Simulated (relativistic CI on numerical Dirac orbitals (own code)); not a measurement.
## Hyperfine structure of Hf⁵⁶⁺, mass number 177

Computed by Dirac-Coulomb-Breit CI, KLI orbitals optimised for each configuration, model QED (radiative potential, 1s self-energy scaled to tabulated hydrogen-like ionisation energies), unscaled Slater integrals (own radial code, finite nucleus).

Configurations in the expansion (outside the closed core [Ne]): 3s2 3p4, 3s 3p5, 3s2 3p3 3d, 3p6, 3s 3p4 3d, 3p5 3d, 3s 3p3 3d2, 3s2 3p2 3d 4p, 3p5 4s, 3s 3p3 3d 4s, 3s2 3p3 4s, 3p5 4p, 3s2 3p2 3d2, 3s2 3p 3d3, 3s 3p2 3d3, 3s2 3p 3d2 4s, 3p4 3d2, 3p3 3d3, 3p3 3d2 4s, 3s2 3p2 3d 4s, 3s 3p2 3d2 4s, 3s2 3p 3d 4s2. Double excitations out of closed p, d and f shells are left out; levels of such configurations are missing from the list, as are those of other unlisted configurations, and high levels can miss mixing partners.

Nuclear spin I = 7/2, μ = 0.791 μN, Q = 3.37 b (tables of Stone and Pyykkö). The electronic factors are computed for point nuclear moments, without core polarisation or the Bohr-Weisskopf and QED corrections.

```csv
Level,E (eV),A (GHz),B (GHz)
3s2 3p4 3P_2,0.000,43.59,101
3s2 3p4 3P_1,303.879,-38.24,-651
3s2 3p4 1D_2,313.382,127.1,-1400
3s 3p5 3P°_2,480.268,280.1,-1210
```

Levels with J = 0, under 50 % of one LS term, or S terms without an open s electron are left out. Small factors come from cancelling terms and can be off by tens of per cent or more.

At this charge energies of transitions that change n are usually good to better than 1 %, and those within a shell (Δn = 0) to a few per cent.

(1) Give the hyperfine levels of 3s2 3p4 3P_2 relative to its centre of gravity.

Answers

(1) With K = F(F + 1) − I(I + 1) − J(J + 1), E = AK/2 + B[¾K(K + 1) − I(I + 1)J(J + 1)]/[2I(2I − 1)J(2J − 1)]: F = 3/2: -338.2, F = 5/2: -274.3, F = 7/2: -159.7, F = 9/2: 31.08, F = 11/2: 330.4 GHz.

LS names give the leading component of a level, which can be under half, so a name can repeat, a term be missing and a line seem to break the LS rules.
